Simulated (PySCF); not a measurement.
C5H8FO2 (doublet state).
Geometry (GFN2-xTB, Å), atoms numbered from 1 in this order:
```xyz
16
C5H8FO2 angstrom
C      2.5044    0.0981    0.3866
C      1.3176   -0.7863    0.0499
F      1.2476   -0.9018   -1.3616
C      0.0415   -0.2470    0.5921
O     -1.0488   -1.0790    0.6655
C     -2.2031   -0.3572    0.2867
C     -1.7219    1.0971    0.1216
O     -0.3197    1.0381    0.2681
H      2.3125    1.1104    0.0418
H      3.3962   -0.2834   -0.1031
H      2.6566    0.1088    1.4610
H      1.4440   -1.8149    0.4037
H     -2.5900   -0.7723   -0.6507
H     -2.9592   -0.4670    1.0690
H     -1.9547    1.5047   -0.8663
H     -2.1306    1.7606    0.8917
```

The hyperfine couplings belong to this conformer and change with its torsions.

As a line formula: `C[C@H](F)[C]1OCCO1` [radical].

Computed with PySCF 2.14.0, UKS B3LYP, pcH-1 on C F H O, non-relativistic, mean-field spin-orbit, GIAO. Geometry: GFN2-xTB, one conformer, isolated molecule. GFN2-xTB frequencies show an imaginary mode (71i cm⁻¹), so this geometry is no minimum at that level. A GFN2-xTB geometry isn't a minimum of the functional, and hyperfine couplings can be far from their values at a DFT geometry. No stability test was run, so a lower SCF solution isn't excluded.

Task: What is the g tensor, term by term?

Result: 
```csv
Δg (ppm),1,2,3
relativistic mass correction,-250,-250,-250
gauge correction,10,61,38
orbital Zeeman/spin–orbit,-127,1433,2085
total,-367,1244,1873
```

So g = 2.00195, 2.00356, 2.00419 and g_iso = 2.00324; the tensor is rhombic: the two nearest values differ by 28 % of g3 − g1. 

Task: What effective moment and Curie constant follow for a powder?

Result: With the mean of g² = 4.0130 and S(S+1) = 0.75: μ_eff = √(⟨g²⟩S(S+1)) = 1.735 μB and χT = 0.12505·⟨g²⟩·S(S+1) = 0.376 cm³ K/mol (cgs; spin-Hamiltonian part alone).

Task: Average each term over the three axes. Which is largest in size?

Result: The orbital-Zeeman/spin–orbit term 1130, the mass correction -250 and the gauge correction 36 ppm, for a total of 917 ppm. The orbital-Zeeman/spin–orbit term is the largest in size. The mass correction is the same along every axis, so the anisotropy comes from the other two: their spans along these axes are 51 (gauge) and 2213 ppm (orbital Zeeman/spin–orbit).

Task: At 9.366 GHz, how far is the centre of the isotropic spectrum from where a free electron (g = 2.002319) resonates?

Result: B = hν/(g μB) with μB/h = 13.99624 MHz/mT gives 334.20 mT for the free electron and 334.05 mT at g_iso, 0.15 mT lower.

Task: In a frozen sample, at which fields do the three g values resonate at 9.5, 34, 94 and 263 GHz (hyperfine left aside), and which band first spreads them over more than twice a line width of 0.3 mT?

Result: 
```
band    GHz  B(g3) mT  B(g2) mT  B(g1) mT  spread mT
   X    9.5    338.67    338.77    339.05       0.38
   Q   34.0   1212.07   1212.45   1213.43       1.36
   W   94.0   3351.02   3352.07   3354.77       3.75
   J  263.0   9375.72   9378.67   9386.21      10.49
```

The spread grows in proportion to the frequency. Q band is the first where it exceeds 0.6 mT.

Largest spin populations (Mulliken): C4 (+0.76), O8 (+0.09) and O5 (+0.09). No atom but C4 exceeds +0.15. The angles at C4 add up to 349.1°, so it is slightly pyramidal.

The HOMO–LUMO gaps are 5.44 eV among the α and 6.86 eV among the β orbitals.
